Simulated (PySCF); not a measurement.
InH⁻: from constants to spectrum

UHF-CCSD(T) constants of InH⁻, ²Π (doublet), unpaired electrons π ↑ (In def2-TZVPPD with ECP28, H def2-TZVPPD; scalar-relativistic core potentials (PySCF 2.14); masses 114.9039 and 1.0078 u):

| Quantity | Value |
| --- | --- |
| ωe | 1287.4 cm⁻¹ |
| ωexe | 32.3 cm⁻¹ |
| Be | 4.7706 cm⁻¹ |
| αe | 0.179 cm⁻¹ |
| D (centrifugal) | 0.000262 cm⁻¹ |

Q: Give the vibrational terms G(v) and spacings up to v = 4.

A: G(v) = ωe(v+½) − ωexe(v+½)².

| v | G(v) (cm⁻¹) | G(v) − G(v−1) | Bv (cm⁻¹) |
| --- | --- | --- | --- |
| 0 | 635.6 |  | 4.681 |
| 1 | 1858.4 | 1222.8 | 4.502 |
| 2 | 3016.6 | 1158.2 | 4.323 |
| 3 | 4110.2 | 1093.6 | 4.144 |
| 4 | 5139.2 | 1029.0 | 3.965 |

Correlated steps freeze 4 core orbitals. These are scalar-relativistic numbers at best; spin–orbit coupling would shift them, the dissociation energy most. The state is the lowest determinant that a PBE0 search found; another state may lie lower at other levels.
